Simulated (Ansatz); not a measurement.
Mulliken charges of BFGeH₄ (`F[BH][GeH3]`) from PBE/def2-TZVPP in Ansatz (PBE0-D4/def2-TZVP geometry).

| atom | x (Å) | y (Å) | z (Å) | charge (e) |
| --- | --- | --- | --- | --- |
| F1 | -1.550 | -1.445 | 0.522 | -0.154 |
| B2 | -0.299 | -1.193 | 0.185 | 0.212 |
| Ge3 | 0.266 | 0.783 | -0.151 | -0.013 |
| H4 | 0.434 | -2.140 | 0.098 | -0.015 |
| H5 | 1.737 | 0.890 | -0.586 | -0.011 |
| H6 | 0.083 | 1.617 | 1.130 | -0.010 |
| H7 | -0.610 | 1.420 | -1.244 | -0.010 |

**Question.** By hand: the dipole of these point charges (1 e Å = 4.8032 D).

**Answer.** Σ q r = (0.152, -0.049, -0.033) e Å, of length 0.163 e Å = 0.78 D.

**Question.** How does the dipole of the full density compare? (An estimate is asked.)

**Answer.** Ansatz gave: (0.080, -0.050, -0.016) e Å, 0.46 D; the point charges give 1.70 times that, at 14° from its direction.

Point charges leave out the atoms' own dipoles, such as those of lone pairs, and Mulliken's split depends on the basis, so the two needn't agree.
